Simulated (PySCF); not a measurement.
```xyz
3
charge 1 multiplicity 6, angstrom
Pt    0.0000    0.0000    0.0000
O     0.0000    0.0000    1.9097
O     0.0000    0.0000   -1.9097
```

These are results of PySCF, UPBE0, basis Pt def2-TZVP with ECP60, O def2-TZVP (scalar-relativistic core potentials, no spin–orbit coupling, density fitting), not measurements.

This geometry of PtO₂⁺ is a stationary point at this level.

What is the point group?

D∞h.

Is it a minimum?

No: it has 3 imaginary modes, at 193i cm⁻¹ (πu), 106i cm⁻¹ (σu+).

List the harmonic modes with their infrared intensities.


| symmetry | ω (cm⁻¹) | IR (km/mol, summed over degenerate members) | type |
| --- | --- | --- | --- |
| πu | 193i | – | bend |
| σu+ | 106i | – | stretch |
| σg+ | 637 | 0.0 | stretch |

Give the atomic charges and bond orders.


```csv
atom,Mulliken,Löwdin,polar tensor,spin (Mulliken),Mayer order to Pt1
Pt1,0.79,0.65,0.04,1.53,–
"O2,3",0.11,0.18,0.48,1.73,1.04
```

In D∞h the vibrations span πu + σu+ + σg+. The σg+ mode carries no infrared intensity, as symmetry demands. With a centre of inversion only u modes can be infrared active and only g modes Raman active.

Other isomers or separated fragments may lie lower. Other spin states or occupations of the open shell can lie lower. At this level a doublet minimum of C2v symmetry lies 169 kJ/mol below this structure. No spin–orbit coupling is included, which matters more the heavier the element.
